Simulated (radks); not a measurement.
Mg, configuration [Ne] 3s2. Calculated with a radial shooting solver on a logarithmic mesh with Libxc functionals: non-relativistic Kohn-Sham, r2SCAN, spin-unpolarised, spherical densities, point nucleus; meta-GGA in the generalised Kohn-Sham scheme. Some entries of the table are withheld. Estimate them.

orbital  occ.  eigenvalue (hartree)  r(max) (bohr)
1s          2             -46.54101            (1)
2s          2                   (2)         0.5472
2p          6              -1.77025            (3)
3s          2                   (4)          2.576

Answer. 
(1) 1s r(max) (bohr): 0.08541
(2) 2s eigenvalue (hartree): -3.03966
(3) 2p r(max) (bohr): 0.4805
(4) 3s eigenvalue (hartree): -0.17681
